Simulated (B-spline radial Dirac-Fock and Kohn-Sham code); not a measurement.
Ag²⁴⁺: eigenvalues, ΔSCF and the reference

System: the Ag²⁴⁺ ion, 1s2 2s2 2p6 3s2 3p6 3d5.

The density-functional columns are spherical, spin-unpolarised Dirac-Kohn-Sham results without Breit or QED terms: −ε is minus the orbital energy of the initial state and ΔSCF the difference of two total energies. The reference in the last column comes from Dirac-Fock energy differences between relaxed states, corrected for Breit and QED terms. All numbers are from a radial B-spline solver, in eV; a selection of levels is shown. For the 1s level of heavy atoms much of the gap between ΔSCF and the reference is the Breit and QED part, -79.0 eV here; for other levels the error of the functional can be larger.

| level | LDA −ε | LDA ΔSCF | Dirac-Fock |
| --- | --- | --- | --- |
| K | 26228.9 | 26564.3 | 26493.5 |
| L1 | 4652.9 | 4728.3 | 4770.1 |
| L2 | 4397.4 | 4486.9 | 4488.0 |
| L3 | 4221.0 | 4306.8 | 4313.5 |
| M1 | 1497.8 | 1530.0 | 1551.0 |
| M2 | 1399.5 | 1432.7 | 1438.1 |
| M3 | 1363.2 | 1395.7 | 1402.0 |
| M4,5 | 1194.0 | 1230.0 | 1228.4 |

Values without a named source are computed, but for edge energies of neutral atoms, which are taken from tables.
